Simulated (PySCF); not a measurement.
Ionisation energy of Ce²⁸⁺ by level of theory

Ce²⁸⁺ [Ar] 3d10 4s2 (1S) → Ce²⁹⁺ [Ar] 3d10 4s1 (2S), as a difference of total energies. All numbers are calculated (PySCF 2.14, the spin-free X2C one-electron Hamiltonian (Gaussian nucleus), in an uncontracted even-tempered set (19 s from 2.2 bohr⁻², ratio 2.5; 13 p from 2.8 bohr⁻², ratio 2.5; 8 d from 5 bohr⁻², ratio 2.5; 5 f from 14 bohr⁻², ratio 2.7; 4 g from 21 bohr⁻², ratio 2.7)). Correlated levels: outer shells: [Ne] frozen; virtual orbitals above 40 to 60 times the deepest correlated orbital energy dropped. The calculations carry no spin-orbit coupling.

```csv
method,ionisation energy (eV)
UHF,1058.2
MP2 (outer shells),1061.0
SCS-MP2 (outer shells),1061.1
CCSD (outer shells),1061.1
CCSD(T) (outer shells),1061.1
```

Question: How much does correlation contribute at CCSD(T) (outer shells)?

Answer: 1061.1 − (1058.2) = 2.9 eV, measured against UHF.

Breit and QED terms and the two-electron picture change are absent.

For comparison: 1060 ± 4 eV (theoretical estimate listed by NIST; NIST Atomic Spectra Database, ionization energies).
